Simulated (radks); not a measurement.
Excited configurations of Sc III: one electron is placed in a higher orbital outside [Ar]. The ground configuration is [Ar] 3d1. All-electron calculation, scalar-relativistic Kohn-Sham, PBEsol, spin-polarised, spherical densities, finite nucleus; open shells are filled with parallel spins first; Fermi nuclear charge, rms radius 3.5459 fm. Program: a radial shooting solver on a logarithmic mesh with Libxc functionals. Excitation = E - E(ground); binding = E(ion) - E, where the ion is the core of charge +3; n* = 3/sqrt(2 binding) in atomic units, and the quantum defect is n - n*.

outer orbital  excitation (eV)  binding (eV)     n*  quantum defect  eigenvalue (eV)  <r> (bohr)
4d                      13.673        11.371  3.282           0.718           -9.444       4.556
4f                      17.130         7.913  3.934           0.066           -6.410       5.760
5s                      14.053        10.991  3.338           1.662           -9.473       5.759
5d                      18.180         6.864  4.224           0.776           -5.809       8.231
5f                      19.792         5.251  4.829           0.171           -4.397       9.918
6s                      18.394         6.649  4.291           1.709           -5.786       9.502
6f                      21.315         3.728  5.731           0.269           -3.179       14.97
7d                      21.736         3.307  6.085           0.915           -2.878       18.28

The Delta-SCF ionisation energy is 25.043 eV (NIST Atomic Spectra Database: 24.757 eV, measured). Self-interaction in the functional shifts the binding energies and quantum defects, so they are the method's values and not measured ones. Open shells are spherical and high-spin; term and fine-structure splittings are not resolved.
